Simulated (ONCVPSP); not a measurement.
PBEsol ONCV dataset for thulium (Tm), fully relativistic all-electron reference.

* Element: Tm (Z = 69)
* Generator: ONCVPSP 4.0.1
* Type: optimised norm-conserving Vanderbilt (ONCV)
* Functional: PBEsol
* Relativity: fully relativistic
* Frozen core: [Kr] 4d10
* Valence charge: 23
* Reference configuration: 4f13 5s2 5p6 6s2
* Partial waves: 5s+6s: rc 1.85 bohr, ncon 4, nbas 7, qcut 5.7 1/bohr, 2 projectors; 5p: rc 1.55 bohr, ncon 3, nbas 7, qcut 6 1/bohr, 2 projectors, debl 1.4 Ha; d scattering state at 0.4 Ha: rc 1.55 bohr, ncon 3, nbas 8, qcut 5.9 1/bohr, 2 projectors, debl 3.7 Ha; 4f: rc 1.05 bohr, ncon 3, nbas 8, qcut 19.4 1/bohr, 1 projector
* Local potential: polynomial inside 1.00 bohr (lpopt 5, dvloc0 1 Ha)
* Core correction: none

Open shells are filled in proportion to 2j + 1.

In the d channel the program set the typed energies aside and used 0.050, 3.750 Ha (j = l + 1/2; the other j can differ).

Poles of the logarithmic derivatives, all-electron (AE) and pseudo (PS). Narrow ghost or core levels that the grid stepped over were put in at their known energies. s: poles at -1.5 (AE) and -1.8, -1.5 (PS) Ha. p3/2: poles at 1.3 (AE) and 1.3 (PS) Ha. p1/2: poles at 0.7 (AE) and 0.7 (PS) Ha. d5/2: poles at 3.7 (AE) and 3.7 (PS) Ha. d3/2: poles at 3.6 (AE) and 3.6 (PS) Ha. f7/2: poles at 1.2 (AE) and 1.2 (PS) Ha. f5/2: poles at 1.1 (AE) and 1.1 (PS) Ha. Test radii: s 1.88, p3/2 1.57, p1/2 1.57, d5/2 1.57, d3/2 1.57, f7/2 1.07, f5/2 1.07 bohr.

- Cutoffs needed: 146 Ha and 199 Ha (the cutoffs (Ha) at which the residual kinetic energy of the hardest occupied pseudo-wave falls to 1 and 0.1 mHa per electron)
- Ghost test: ghosts flagged at negative energy: s at -47.7 eV; GHOST(+) flagged for p3/2 at 152.9 eV, p1/2 at 191.8 eV; a true bound ghost makes a file unfit for plane-wave use
- Configuration tests: tests left out (the all-electron energies of this program are off by 10 to 40 meV for near-neutral 4f atoms)
